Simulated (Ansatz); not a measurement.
`[F][SnH]([SiH3])[Cl]` + H₂S → `[F][SnH]([SH])[Cl]` + SiH₄ at 600 K and 1 bar (cleavage of the Sn–Si bond).

Gas-phase electronic energies from Ansatz, PBE0-D4/def2-TZVP geometries. CBS: MP2 limit from def2 TZ/QZ plus the TZ coupled-cluster correction, frozen cores. This one scheme is used for every species. def2 core potentials past Kr. For Sn outer-core shells are correlated without core-valence functions, which leaves a few kJ/mol of doubt a bond. One conformer a species, not always the lowest.

| species | CCSD(T)/CBS energy (Eh) | H − E (kJ/mol) | S (J/(mol·K)) |
| --- | --- | --- | --- |
| `[F][SnH]([SiH3])[Cl]` | -1065.15429 | 152.0 | 465.8 |
| H₂S | -398.97279 | 60.8 | 230.9 |
| `[F][SnH]([SH])[Cl]` | -1172.67563 | 102.6 | 433.7 |
| SiH₄ | -291.46306 | 108.7 | 242.3 |

H − E and S are ideal-gas, rigid-rotor, harmonic terms from PBE0-D4/def2-TZVP, for one conformer and one mirror image of each species. 1 Eh = 2625.50 kJ/mol, R = 8.31446 J/(mol·K).

Task: By hand: ΔE, ΔH, ΔS and ΔG.

Result: ΔE = (-1172.67563) + (-291.46306) − (-1065.15429) − (-398.97279) = -0.01161 Eh = -30.5 kJ/mol. Δ(H − E) = 102.6 + 108.7 − 152.0 − 60.8 = -1.5, so ΔH = -32.0 kJ/mol. ΔS = 433.7 + 242.3 − 465.8 − 230.9 = -20.7 J/(mol·K). ΔG = -32.0 − 600 × (-20.7)/1000 = -19.6 kJ/mol.

Task: By hand: the equilibrium constant, and the temperature at which ΔG would vanish if ΔH and ΔS stayed fixed.

Result: log₁₀ K = −ΔG/(RT ln 10) = 1.7. ΔG = 0 at ΔH/ΔS = 1546 K.

TΔS isn't small against ΔH here. A doubt of 5 kJ/mol in ΔE shifts log₁₀ K by 0.4 here. Other conformers and mirror images would add mixing entropy, several J/(mol·K) or more a flexible species. These are equilibria of isolated gas molecules and say nothing of rates. Largest T1 diagnostic: 0.013 (customary marks: 0.02 for closed shells, 0.045 for open ones).
